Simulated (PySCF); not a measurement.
C₆H₁₁O₃P.
Bonds: C1–O2, O2–C3, C3–O4 (double), C3–P5, P5–C6, C6–C7, C7–O8, O8–C9, C9–C10, P5–C10. Hydrogens: H11, H12, H13 on C1; H14, H15 on C6; H16, H17 on C7; H18, H19 on C9; H20, H21 on C10.

NICS is the negative of the GIAO shielding at a point without a nucleus: at the ring centre (0) and 1 Å above and below it (1); zz is the component along the ring normal. Level: GIAO PBE0/pcSseg-1 (PySCF, non-relativistic, gas phase) on the GFN2-xTB geometry, one conformer.

Ring bond lengths (Å), with Mayer bond orders in brackets: P5–C6 1.862 (0.97), C6–C7 1.529 (1.00), C7–O8 1.405 (0.94), O8–C9 1.409 (0.93), C9–C10 1.530 (1.00), C10–P5 1.860 (0.98).

Task: What do the NICS probes read (ppm)?

Result: 
```tsv
ring	type	NICS(0)	NICS(1), two faces	NICS(1)zz, two faces	rms pucker (Å)	centre to ring atoms, mean (Å)
P5–C6–C7–O8–C9–C10	6-membered ring with O and P; formal bonds all single	-1.0	-1.6 / -1.5	3.4 / 3.5	0.24	1.53
```

Task: What can be read from them?

Result: 
- P5–C6–C7–O8–C9–C10: mean NICS(1)zz 3.5 ppm, deshielded. C6, C7, C9, C10 have four or more neighbours; no verdict on aromaticity is drawn.

Task: At the second NICS(1) probe listed for ring P5–C6–C7–O8–C9–C10, 1 Å off the ring, how large is the induced field along the normal in 1 T applied along it?

Result: NICSzz × B0 = 3.5 ppm × 1 T = 4 μT, along the applied field.
